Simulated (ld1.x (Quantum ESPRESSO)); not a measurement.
Scattering properties, TM potential for Ni (Z = 28)

```json
{
  "Element": "nickel (Ni)",
  "Generator": "ld1.x (Quantum ESPRESSO) 7.5",
  "Type": "norm-conserving Troullier–Martins (Kleinman–Bylander form)",
  "Functional": "PBEsol",
  "Relativity": "scalar-relativistic",
  "Frozen core": "[Ne] 3s2",
  "Valence charge": "16",
  "Reference configuration": "3p6 3d8 4s0.5 4p0 (charge +1.5)",
  "Partial waves": "4s (bound): rc 1.80 bohr; 3d (bound): rc 0.95 bohr; 4f channel at -0.2 Ry: rc 1.95 bohr; 3p (bound): rc 1.25 bohr",
  "Local potential": "the p channel",
  "Core correction": "a·sin(br)/r model core, default radius (core density twice the valence density)"
}
```

The phase is arctan(r·u′/u) with u = r·R(r), unwrapped; energies in Ry, scanned from -8 to 5 Ry. A pole is an energy at which the radial function vanishes at the test radius. The pseudo phase is shifted by a multiple of π to meet the all-electron one at the reference energy, and phase errors are pseudo minus all-electron; the curves can meet again beyond the range given. Levels narrower than the energy grid can be missing from the lists of poles.

| channel | radius (bohr) | reference energy (Ry) | poles, all-electron | poles, pseudo | unbroken range about the reference energy with phases within 0.05 rad | phase error 1 Ry above the reference energy (rad) |
| --- | --- | --- | --- | --- | --- | --- |
| s | 2.14 | -1.27 | 1.99 | 1.75 | below 3.2 | -0.006 |
| p | 2.14 | -6.28 | -6.24, 3.29 | -6.24, 3.22 | the whole range | -0.000 |
| d | 2.14 | -1.69 | -1.47 | -1.47 | the whole range | +0.000 |
| f | 2.14 | -0.20 | none | none | the whole range | +0.000 |

Note: ghost state, extra bound levels that the all-electron valence spectrum of the same l lacks: s at -122.0 eV. A true bound ghost makes a file unfit for plane-wave use.

Phases in the f channel:

```json
{"E (Ry)": "-8.00", "all-electron": "1.415", "pseudo": "1.415"}
{"E (Ry)": "-7.76", "all-electron": "1.412", "pseudo": "1.412"}
{"E (Ry)": "-7.52", "all-electron": "1.410", "pseudo": "1.410"}
{"E (Ry)": "-7.28", "all-electron": "1.408", "pseudo": "1.408"}
{"E (Ry)": "-7.04", "all-electron": "1.405", "pseudo": "1.405"}
{"E (Ry)": "-6.80", "all-electron": "1.403", "pseudo": "1.403"}
{"E (Ry)": "-6.56", "all-electron": "1.400", "pseudo": "1.400"}
{"E (Ry)": "-6.32", "all-electron": "1.398", "pseudo": "1.398"}
{"E (Ry)": "-6.08", "all-electron": "1.395", "pseudo": "1.395"}
{"E (Ry)": "-5.84", "all-electron": "1.392", "pseudo": "1.392"}
{"E (Ry)": "-5.60", "all-electron": "1.389", "pseudo": "1.389"}
{"E (Ry)": "-5.36", "all-electron": "1.385", "pseudo": "1.385"}
{"E (Ry)": "-5.12", "all-electron": "1.382", "pseudo": "1.382"}
{"E (Ry)": "-4.88", "all-electron": "1.378", "pseudo": "1.378"}
{"E (Ry)": "-4.64", "all-electron": "1.374", "pseudo": "1.374"}
{"E (Ry)": "-4.40", "all-electron": "1.370", "pseudo": "1.370"}
{"E (Ry)": "-4.16", "all-electron": "1.366", "pseudo": "1.366"}
{"E (Ry)": "-3.92", "all-electron": "1.361", "pseudo": "1.361"}
{"E (Ry)": "-3.68", "all-electron": "1.356", "pseudo": "1.356"}
{"E (Ry)": "-3.44", "all-electron": "1.351", "pseudo": "1.351"}
{"E (Ry)": "-3.20", "all-electron": "1.345", "pseudo": "1.345"}
{"E (Ry)": "-2.96", "all-electron": "1.338", "pseudo": "1.338"}
{"E (Ry)": "-2.72", "all-electron": "1.332", "pseudo": "1.332"}
{"E (Ry)": "-2.48", "all-electron": "1.324", "pseudo": "1.324"}
{"E (Ry)": "-2.24", "all-electron": "1.316", "pseudo": "1.316"}
{"E (Ry)": "-2.00", "all-electron": "1.307", "pseudo": "1.307"}
{"E (Ry)": "-1.76", "all-electron": "1.298", "pseudo": "1.298"}
{"E (Ry)": "-1.52", "all-electron": "1.287", "pseudo": "1.287"}
{"E (Ry)": "-1.28", "all-electron": "1.275", "pseudo": "1.275"}
{"E (Ry)": "-1.04", "all-electron": "1.261", "pseudo": "1.261"}
{"E (Ry)": "-0.80", "all-electron": "1.246", "pseudo": "1.246"}
{"E (Ry)": "-0.56", "all-electron": "1.228", "pseudo": "1.228"}
{"E (Ry)": "-0.32", "all-electron": "1.208", "pseudo": "1.208"}
{"E (Ry)": "-0.08", "all-electron": "1.184", "pseudo": "1.184"}
{"E (Ry)": "0.16", "all-electron": "1.156", "pseudo": "1.156"}
{"E (Ry)": "0.40", "all-electron": "1.122", "pseudo": "1.122"}
{"E (Ry)": "0.64", "all-electron": "1.080", "pseudo": "1.080"}
{"E (Ry)": "0.88", "all-electron": "1.028", "pseudo": "1.028"}
{"E (Ry)": "1.12", "all-electron": "0.960", "pseudo": "0.960"}
{"E (Ry)": "1.36", "all-electron": "0.869", "pseudo": "0.870"}
{"E (Ry)": "1.60", "all-electron": "0.746", "pseudo": "0.746"}
{"E (Ry)": "1.84", "all-electron": "0.572", "pseudo": "0.573"}
{"E (Ry)": "2.08", "all-electron": "0.328", "pseudo": "0.331"}
{"E (Ry)": "2.32", "all-electron": "0.010", "pseudo": "0.015"}
{"E (Ry)": "2.56", "all-electron": "-0.340", "pseudo": "-0.333"}
{"E (Ry)": "2.80", "all-electron": "-0.648", "pseudo": "-0.641"}
{"E (Ry)": "3.04", "all-electron": "-0.880", "pseudo": "-0.874"}
{"E (Ry)": "3.28", "all-electron": "-1.046", "pseudo": "-1.040"}
{"E (Ry)": "3.52", "all-electron": "-1.165", "pseudo": "-1.159"}
{"E (Ry)": "3.76", "all-electron": "-1.252", "pseudo": "-1.247"}
{"E (Ry)": "4.00", "all-electron": "-1.319", "pseudo": "-1.314"}
{"E (Ry)": "4.24", "all-electron": "-1.371", "pseudo": "-1.367"}
{"E (Ry)": "4.48", "all-electron": "-1.414", "pseudo": "-1.409"}
{"E (Ry)": "4.72", "all-electron": "-1.449", "pseudo": "-1.445"}
{"E (Ry)": "4.96", "all-electron": "-1.480", "pseudo": "-1.475"}
```
